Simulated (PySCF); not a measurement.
Simulation results for BGeH₄NO, BClGeH₃N, BGeH₈NSi

Calculation on a computer-drawn molecule: the log of a Hartree-Fock and frozen-core CCSD(T) single point meant for a local Hartree-Fock minimum, with one planted fault or none, to be diagnosed. Offsets are logged minus clean, where the clean run is the same molecule without the fault. The reference is restricted for singlets and unrestricted otherwise, and also for a bond in bohr or an excited solution. Adding or removing an electron swaps singlet and doublet. The excited solution moves the top pair (singlet) or top alpha electron (doublet) to the lowest empty orbital. Highest occupied and lowest empty are orbital energies over both spins, largest force is the largest gradient component, triples share is (T) over the correlation energy, the T1 limit is 0.02 restricted and 0.045 unrestricted, electrons count all cores, a negative frequency is imaginary (commonest isotopes), and the dipole is about the centre of nuclear charge; on germanium a core potential holds 10 electrons, which the energies leave out, and 3d is frozen in MP2 and coupled-cluster steps. Program: PySCF 2.14.0.

Common to all runs: meant charge 0; meant multiplicity 1; meant basis and core potential on germanium cc-pVDZ-PP ECP10MDF; logged SCF converged yes; logged CC converged yes; logged SCF stable within its kind yes; possible faults no fault, one electron removed, one electron added, multiplicity raised by two, geometry at a saddle point, SCF held on an excited solution, minimal basis STO-3G, one bond length entered in bohr, all coordinates scaled.

```yaml
- entry: 1
  formula: BGeH4NO
  logged_structure:
    atoms_angstrom:
      - ["N", -0.1307, 2.8688, 0.5666]
      - [B, 0.2726, 1.7032, 0.3639]
      - [Ge, -1.0139, 0.3042, -0.1131]
      - [O, 0.02, -0.9268, -0.2465]
      - [H, -0.9942, 3.1152, 0.5067]
      - [H, 0.4148, 3.5501, 0.7881]
      - [H, 1.3419, 1.5253, 0.4659]
      - [H, 0.8417, -0.7544, -0.1001]
  given:
    meant_basis: cc-pVDZ
    logged_electrons: 56
    logged_basis_functions: 85
    logged_spin_squared: 0.0
    "logged_highest_occupied [eV]": -7.4632
    "logged_lowest_empty [eV]": 1.4407
    "logged_largest_force [hartree/bohr]": 0.14884
    logged_T1_diagnostic: 0.015241
    logged_D1_diagnostic: 0.053314
    logged_triples_share: 0.025043
    "logged_dipole_magnitude [debye]": 4.0927
    "logged_energy_HF [hartree]": -449.64155
    "logged_energy_CCSD(T) [hartree]": -450.19419
    drawn_bonds_atom: [1, 2, 3, 1, 1, 2, 4]
    drawn_bonds_other_atom: [2, 3, 4, 5, 6, 7, 8]
    drawn_bonds_order: [1, 1, 1, 1, 1, 1, 1]
  results:
    planted_fault: "all coordinates scaled, by -10.0 %"
    "HF_energy_offset_from_clean_run [kcal/mol]": 62.45
    "CCSD(T)_energy_offset_from_clean_run [kcal/mol]": 76.24
- entry: 2
  formula: BClGeH3N
  logged_structure:
    atoms_angstrom:
      - ["N", -0.7628, 0.8504, -0.2581]
      - [B, -0.5968, 2.1717, -0.6378]
      - [Cl, 1.0187, 2.9319, -0.3088]
      - [Ge, -1.8793, 3.525, -1.6588]
      - [H, -0.0444, 0.3249, 0.1995]
      - [H, -1.6114, 0.3445, -0.4011]
      - [H, -2.3937, 4.1666, -0.305]
  given:
    meant_basis: "cc-pV(D+d)Z"
    logged_electrons: 65
    logged_basis_functions: 89
    logged_spin_squared: 0.763
    "logged_highest_occupied [eV]": -0.93267
    "logged_lowest_empty [eV]": 7.6328
    "logged_largest_force [hartree/bohr]": 0.02259
    logged_T1_diagnostic: 0.014506
    logged_D1_diagnostic: 0.051339
    logged_triples_share: 0.028511
    "logged_dipole_magnitude [debye]": 5.8415
    "logged_energy_HF [hartree]": -833.82838
    "logged_energy_CCSD(T) [hartree]": -834.36081
    drawn_bonds_atom: [1, 2, 2, 1, 1, 4]
    drawn_bonds_other_atom: [2, 3, 4, 5, 6, 7]
    drawn_bonds_order: [1, 1, 1, 1, 1, 1]
  results:
    planted_fault: "one electron added"
    "HF_energy_offset_from_clean_run [kcal/mol]": -5.139
    "CCSD(T)_energy_offset_from_clean_run [kcal/mol]": -9.921
- entry: 3
  formula: BGeH8NSi
  logged_structure:
    atoms_angstrom:
      - ["N", 0.0949, 1.2211, 1.3878]
      - [B, 0.4845, 0.4911, 0.2723]
      - [Si, 2.1552, 1.0532, -0.7695]
      - [Ge, -0.6856, -1.1642, -0.2769]
      - [H, 0.5915, 2.023, 1.7222]
      - [H, -0.7094, 1.0018, 1.9412]
      - [H, 3.1652, -0.037, -0.784]
      - [H, 2.7932, 2.2584, -0.1688]
      - [H, 1.8193, 1.3719, -2.1816]
      - [H, -1.8806, -1.3486, 0.6812]
      - [H, 0.1248, -2.4707, -0.2535]
      - [H, -1.2566, -1.0166, -1.6968]
  given:
    meant_basis: "cc-pV(D+d)Z"
    logged_electrons: 66
    logged_basis_functions: 114
    logged_spin_squared: 2.0206
    "logged_highest_occupied [eV]": -5.217
    "logged_lowest_empty [eV]": -1.4317
    "logged_largest_force [hartree/bohr]": 0.044297
    logged_T1_diagnostic: 0.015636
    logged_D1_diagnostic: 0.054015
    logged_triples_share: 0.028372
    "logged_dipole_magnitude [debye]": 1.4999
    "logged_energy_HF [hartree]": -665.96605
    "logged_energy_CCSD(T) [hartree]": -666.50294
    drawn_bonds_atom: [1, 2, 2, 1, 1, 3, 3, 3, 4, 4, 4]
    drawn_bonds_other_atom: [2, 3, 4, 5, 6, 7, 8, 9, 10, 11, 12]
    drawn_bonds_order: [1, 1, 1, 1, 1, 1, 1, 1, 1, 1, 1]
  results:
    planted_fault: "multiplicity raised by two"
    "HF_energy_offset_from_clean_run [kcal/mol]": 102.8
    "CCSD(T)_energy_offset_from_clean_run [kcal/mol]": 107.1
```
